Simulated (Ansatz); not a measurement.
A structure relaxed at r2SCAN-D4/def2-SVP in Ansatz, charge 1, singlet:

Cartesian coordinates in Å:
```
B 3.115 0.853 1.429
B -0.319 0.259 -0.613
B -2.025 -0.197 -1.059
B 2.802 1.596 0.127
B 0.074 1.675 -1.438
B -1.300 1.057 -1.744
B -0.975 -1.126 0.032
B -1.892 -2.276 0.911
B 1.700 0.389 0.905
B -0.466 -1.911 1.452
B 1.486 1.811 -0.691
B -2.660 -1.425 -0.193
B 0.459 -0.704 0.881
```

(1) Give its formula.

(2) Summarise the bond lengths by kind (pairs closer than 1.2 times the sum of covalent radii, bridged metal pairs left out).

Results:

(1) B13⁺.

(2) 22 × B–B 1.53 to 1.94 Å.

Another isomer (singlet) lies 2.27 eV lower at PBE0-D4/def2-TZVP; other spin states weren't run for this one.
